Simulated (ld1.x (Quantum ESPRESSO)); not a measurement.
# Pseudopotential generation for Hf: PAW, PBE, scalar-relativistic.

ld1.x (Quantum ESPRESSO) 7.5 input, shortened:

```
&input
   title='Hf', zed=72., rel=1, dft='PBE', iswitch=3,
   config='[Xe] 4f14 5d2 6s1.75 6p0.25'
 /
 &inputp
   pseudotype=3, lpaw=.true., tm=.true., lloc=-1, rcloc=1.80,
   nlcc=.true., new_core_ps=.true.,
   which_augfun='BG', rmatch_augfun=1.80
 /
6
5S  1  0   2.00   0.00  2.20  2.35  0.0
6S  2  0   1.75   0.00  2.20  2.35  0.0
5P  2  1   6.00   0.00  1.75  2.05  0.0
6P  3  1   0.25   0.00  1.75  2.05  0.0
5D  3  2   2.00   0.00  1.90  2.15  0.0
5D  3  2   0.00   2.00  1.90  2.15  0.0
 &test
   configts(1)='5s2 5p6 5d2 6s1.75 6p0.25'
 /
```

All-electron outer shells of the reference configuration (PBE, scalar-relativistic, ld1.x):

```
shell  level (eV)  outermost node (bohr)  outermost maximum (bohr)
   4d     -207.05                   0.23                      0.47
   5s      -67.40                   0.55                      1.01
   5p      -35.95                   0.60                      1.16
   4f      -17.21                      –                      0.45
   6s       -5.35                   1.37                      2.89
   5d       -3.00                   0.67                      1.69
   6p       -1.58                   1.66                      4.00
```

Q: Does the generator finish with these settings?

A: No. ld1.x (Quantum ESPRESSO) 7.5 stopped with "new_paw_hamiltonian: negative rho": the spherical valence density built from the smooth waves and the augmentation charge turned negative at some radius.
